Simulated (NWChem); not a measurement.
System: C5H10O; SMILES OC1CCCC1

Input file for NWChem:

```
start job
memory heap 200 mb stack 900 mb global 1100 mb
geometry units angstroms noautoz
  O      0.024309    -1.769004    -0.698748
  C     -0.083367    -0.899930     0.406145
  C     -1.257547     0.093457     0.266454
  C     -0.640615     1.441741    -0.172742
  C      0.843223     1.145328    -0.429538
  C      1.144062     0.005654     0.541201
  H      0.145778    -1.231836    -1.489214
  H     -0.207261    -1.561998     1.276385
  H     -1.801177     0.196769     1.217918
  H     -1.977630    -0.311019    -0.461098
  H     -0.730518     2.181404     0.638813
  H     -1.142885     1.880186    -1.048221
  H      1.491406     2.024206    -0.294961
  H      0.998542     0.806122    -1.470178
  H      2.075928    -0.541694     0.335010
  H      1.203638     0.400713     1.570141
end
basis spherical
  * library def2-tzvp
end
dft
  xc b3lyp
  iterations 150
  semidirect filesize 400000000
  mulliken
end
task dft energy
```

NWChem printed, in part:

```
             Northwest Computational Chemistry Package (NWChem) 7.3.0
             --------------------------------------------------------

 C1  symmetry detected

                             Geometry "geometry" -> ""
                             -------------------------

 Output coordinates in angstroms (scale by  1.889725989 to convert to a.u.)

  No.       Tag          Charge          X              Y              Z
 ---- ---------------- ---------- -------------- -------------- --------------
    1 O                    8.0000    -0.00041651    -1.81180985    -0.56455430
    2 C                    6.0000    -0.11008389    -0.88106223     0.48870456
    3 C                    6.0000    -1.26615528     0.12064516     0.27631054
    4 C                    6.0000    -0.62156951     1.43291666    -0.22749564
    5 C                    6.0000     0.86089066     1.10027629    -0.44484859
    6 C                    6.0000     1.12955602     0.01197799     0.59203177
    7 H                    1.0000     0.14093751    -1.32136508    -1.38163670
    8 H                    1.0000    -0.25699859    -1.49172267     1.39231472
    9 H                    1.0000    -1.82167743     0.28495584     1.21219933
   10 H                    1.0000    -1.98207071    -0.31276500    -0.43858316
   11 H                    1.0000    -0.71131791     2.21787437     0.54035333
   12 H                    1.0000    -1.10416349     1.82949942    -1.13347456
   13 H                    1.0000     1.52099913     1.97538383    -0.34933782
   14 H                    1.0000     1.02571222     0.70137063    -1.46260319
   15 H                    1.0000     2.05544516    -0.56002006     0.43070499
   16 H                    1.0000     1.18063819     0.46274431     1.59828162

 Effective nuclear repulsion energy (a.u.)     257.6457857591

                                 NWChem DFT Module
                                 -----------------

 Summary of "ao basis" -> "ao basis" (spherical)
 ------------------------------------------------------------------------------
       Tag                 Description            Shells   Functions and Types
 ---------------- ------------------------------  ------  ---------------------
 O                         def2-tzvp                11       31   5s3p2d1f
 C                         def2-tzvp                11       31   5s3p2d1f
 H                         def2-tzvp                 4        6   3s1p

            General Information
            -------------------
          SCF calculation type: DFT
          Wavefunction type:  closed shell.
          No. of atoms     :    16
          No. of electrons :    48
           Alpha electrons :    24
            Beta electrons :    24
          Charge           :     0
          Spin multiplicity:     1
          Use of symmetry is: off; symmetry adaption is: off
          Maximum number of iterations: 150
          AO basis - number of functions:   246
                     number of shells:   106
          Convergence on energy requested:  1.00D-06
          Convergence on density requested:  1.00D-05
          Convergence on gradient requested:  5.00D-04

              XC Information
              --------------
                         B3LYP Method XC Potential
                     Hartree-Fock (Exact) Exchange  0.200
                        Slater Exchange Functional  0.800 local
                    Becke 1988 Exchange Functional  0.720 non-local
              Lee-Yang-Parr Correlation Functional  0.810
                  VWN I RPA Correlation Functional  0.190 local

             Grid Information
             ----------------
          Grid used for XC integration:  medium
          Radial quadrature: Mura-Knowles
          Angular quadrature: Lebedev.
          Tag              B.-S. Rad. Rad. Pts. Rad. Cut. Ang. Pts.
          ---              ---------- --------- --------- ---------
          O                   0.60       49          11.0       434
          C                   0.70       49          10.0       434
          H                   0.35       45          11.0       434
          Grid pruning is: on
          Number of quadrature shells:   744
          Spatial weights used:  Erf1

      Superposition of Atomic Density Guess
      -------------------------------------

 Sum of atomic energies:        -268.13904026

      Non-variational initial energy
      ------------------------------

 Total energy =    -272.402566
 1-e energy   =    -871.535161
 2-e energy   =     341.486810
 HOMO         =      -0.350216
 LUMO         =       0.054088

------------------------------------------------------------
EAF file 0: "./job.aoints.0" size=2333605888 bytes
------------------------------------------------------------
               write      read    awrite     aread      wait
               -----      ----    ------     -----      ----
     calls:     4451         0         0         0         0
   data(b): 2.33e+09  0.00e+00  0.00e+00  0.00e+00
   time(s): 0.00e+00  0.00e+00  0.00e+00  0.00e+00  0.00e+00
rate(mb/s): 0.00e+00  0.00e+00
------------------------------------------------------------

     ---------------------------------------------
      Total Density - Mulliken Population Analysis
     ---------------------------------------------

    Atom       Charge   Shell Charges
 -----------   ------   -------------------------------------------------------
    1 O    8     8.68   0.79  1.18  0.59  0.95  0.25  1.98  2.14  0.78  0.00  0.02  0.00
    2 C    6     5.81   0.86  1.12  0.53  0.63  0.07  1.07  1.13  0.24  0.03  0.12  0.01
    3 C    6     6.35   0.86  1.12  0.55  0.65  0.11  1.23  1.37  0.38  0.02  0.06  0.01
    4 C    6     6.30   0.86  1.12  0.55  0.66  0.08  1.22  1.35  0.37  0.02  0.07  0.01
    5 C    6     6.33   0.86  1.12  0.55  0.66  0.10  1.22  1.35  0.38  0.02  0.07  0.01
    6 C    6     6.33   0.86  1.12  0.55  0.67  0.08  1.24  1.36  0.37  0.02  0.07  0.01
    7 H    1     0.57   0.20  0.27  0.06  0.04
    8 H    1     0.87   0.25  0.47  0.14  0.02
    9 H    1     0.84   0.24  0.45  0.13  0.02
   10 H    1     0.84   0.24  0.45  0.13  0.02
   11 H    1     0.85   0.25  0.45  0.13  0.02
   12 H    1     0.85   0.24  0.45  0.13  0.02
   13 H    1     0.84   0.24  0.45  0.12  0.02
   14 H    1     0.85   0.24  0.45  0.13  0.02
   15 H    1     0.84   0.24  0.45  0.13  0.02
   16 H    1     0.85   0.24  0.45  0.13  0.02

   convergence    iter        energy       DeltaE   RMS-Dens  Diis-err
 ---------------- ----- ----------------- --------- --------- ---------
 d= 0,ls=0.0,diis     1   -271.7896185137 -5.29D+02  4.58D-03  9.98D-01
 d= 0,ls=0.0,diis     2   -271.8260948457 -3.65D-02  2.83D-03  5.97D-01
 d= 0,ls=0.0,diis     3   -271.8618265084 -3.57D-02  9.58D-04  2.09D-01
 d= 0,ls=0.0,diis     4   -271.8784193950 -1.66D-02  1.62D-04  2.62D-03
 d= 0,ls=0.0,diis     5   -271.8786469599 -2.28D-04  5.97D-05  4.70D-04
  Resetting Diis
 d= 0,ls=0.0,diis     6   -271.8787015893 -5.46D-05  1.47D-05  8.12D-06
 d= 0,ls=0.0,diis     7   -271.8787024537 -8.64D-07  7.88D-06  1.07D-06

         Total DFT energy =     -271.878702453719
      One electron energy =     -877.880939218932
           Coulomb energy =      387.919666868870
    Exchange-Corr. energy =      -39.563215862788
 Nuclear repulsion energy =      257.645785759132

 Numeric. integr. density =       48.000039116012

                       DFT Final Molecular Orbital Analysis
                       ------------------------------------

 Vector   22  Occ=2.000000D+00  E=-3.300944D-01
              MO Center= -3.8D-01,  6.0D-01, -7.4D-02, r^2= 3.8D+00
   Bfn.  Coefficient  Atom+Function         Bfn.  Coefficient  Atom+Function
  ----- ------------  ---------------      ----- ------------  ---------------
   101      0.200608   4 C  pz               70     -0.166008   3 C  pz
   218     -0.159209  12 H  s               212      0.140345  11 H  s
   230      0.138619  14 H  s               104      0.132373   4 C  pz
   206      0.122985  10 H  s                73     -0.113190   3 C  pz
   107      0.112597   4 C  pz               38     -0.111521   2 C  py

 Vector   23  Occ=2.000000D+00  E=-3.185973D-01
              MO Center= -5.7D-02, -5.1D-01,  5.6D-02, r^2= 3.5D+00
   Bfn.  Coefficient  Atom+Function         Bfn.  Coefficient  Atom+Function
  ----- ------------  ---------------      ----- ------------  ---------------
     7      0.245561   1 O  py               38     -0.204087   2 C  py
    10      0.196733   1 O  py              194      0.160198   8 H  s
    13      0.154592   1 O  py               41     -0.136647   2 C  py
   100     -0.131441   4 C  py              132      0.127196   5 C  pz
    69      0.123582   3 C  py              162      0.115189   6 C  py

 Vector   24  Occ=2.000000D+00  E=-2.698442D-01
              MO Center= -2.2D-02, -1.1D+00, -1.9D-01, r^2= 2.4D+00
   Bfn.  Coefficient  Atom+Function         Bfn.  Coefficient  Atom+Function
  ----- ------------  ---------------      ----- ------------  ---------------
     6      0.391024   1 O  px                9      0.320349   1 O  px
    12      0.279636   1 O  px               37     -0.159751   2 C  px
    67      0.133274   3 C  s                69     -0.126933   3 C  py
   162      0.118496   6 C  py               40     -0.117616   2 C  px
    68      0.104485   3 C  px              161      0.102427   6 C  px

[...]
```

Level: B3LYP/def2-TZVP. Coordinates come from a PBE0/def2-SVP optimisation.
